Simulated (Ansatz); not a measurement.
The first iterations of a band of C₂H₈FOPSi (14 atoms, charge 0, multiplicity 1).

Computed with RKS PBE0-D4/def2-SVP (Ansatz 0.2.0).

```json
{"movable images": "7", "climbing image": "yes", "spring": "5.0 eV/Å²", "optimiser": "quadratic models (default)", "start path": "IDPP", "force threshold": "0.05 eV/Å", "iteration limit": "49", "end points": "relaxed"}
```

Image 0:

```xyz
14
Properties=species:S:1:pos:R:3
C -0.145 -1.507 1.640
O -0.723 -0.971 0.477
Si 0.080 0.020 -0.587
P -1.397 0.432 -2.241
C 0.516 1.666 0.250
F 1.427 1.435 1.270
H 0.704 -2.175 1.403
H -0.906 -2.099 2.170
H 0.223 -0.718 2.319
H 1.356 -0.629 -1.030
H -1.328 -0.907 -2.732
H -0.376 0.901 -3.128
H -0.392 2.129 0.679
H 0.949 2.392 -0.462
```

Image 8:

```xyz
14
Properties=species:S:1:pos:R:3
C 0.166 -1.526 1.720
O -0.622 -0.965 0.707
Si -0.042 -0.040 -0.547
P -1.822 0.358 -1.861
C 0.632 1.637 0.034
F -0.396 2.456 0.451
H 1.026 -2.092 1.315
H -0.453 -2.223 2.305
H 0.556 -0.759 2.414
H 1.105 -0.754 -1.204
H -1.671 -0.864 -2.587
H -1.028 1.101 -2.792
H 1.180 2.131 -0.790
H 1.355 1.512 0.862
```

| iteration | highest image above the first end (eV) | largest band force component (eV/Å) |
| --- | --- | --- |
| 1 | 0.368 | 2.231 |
| 2 | 0.155 | 0.599 |

Does the band converge within its limit, and where does its top end?

The forces met the threshold. It ended after 7 iterations with the highest image 0.117 eV above the first end. A vibrational analysis at the climbing image gives one clearly imaginary mode, 84i cm⁻¹: a first-order saddle point.

The run took 4.2 min on 2 threads of Arm Neoverse V1 (shared host), peak memory 0.34 GiB.
